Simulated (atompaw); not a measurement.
**sulfur (S): one change to a PAW (atompaw) potential, before and after**

atompaw 4.2.0.5 input, output lines left out:

```
S 16
GGA-PBESOL scalarrelativistic loggrid 1500 logderivrange -3 5 201
3 3 0 0 0 0
3 0 1.75
3 1 4.25
0 0 0
c
c
v
c
v
1
1.80 1.70 1.70 1.80
y
3.4
n
y
1.95
n
custom rrkj gramschmidtortho sinc
2 0 troulliermartins
1.15
1.80
1.80
1.80
```

Change: waves 3s (bound); 3s channel at 3.4 Ry; 3p (bound); 3p channel at 1.95 Ry; augmentation sinc compensation charge, radius 1.70 bohr; PAW radius 1.80 bohr; waves and projectors: bloechl.

Cutoffs: the cutoffs (Ry, on a coarse ladder) from which the occupation-weighted sum of valence levels, in a spherical-Bessel basis at the reference potential, stays within 10 and 1 mRy of its value at 400 Ry; they do not see the model core or the augmentation charge, which bear on the density cutoff.

Problem. What does the change do?

Solution. The potential gets harder (30 Ry and 45 Ry → 30 Ry and 55 Ry); the range in which the p phases agree narrows (upper end at the end of the scan → 2.9); neither file shows a bound ghost.

| quantity | base | changed |
| --- | --- | --- |
| cutoff, loose | 30 Ry | 30 Ry |
| cutoff, tight | 45 Ry | 55 Ry |
| loose cutoff by channel (10 mRy a level) | s 25 Ry, p 15 Ry | s 8 Ry, p 15 Ry |
| bound ghosts | none | none |
| s: phases at 1.81 bohr within 0.05 rad from the reference energy up to (Ry; the scan ends near 5) | to the end of the scan | to the end of the scan |
| p: phases at 1.81 bohr within 0.05 rad from the reference energy up to (Ry; the scan ends near 5) | to the end of the scan | 2.9 |
| lowest overlap eigenvalue by channel | s 0.09, p 0.74 | s 0.45, p 0.03 |

 The cutoffs see the waves, projectors and local potential, not the compensation charge or the core.
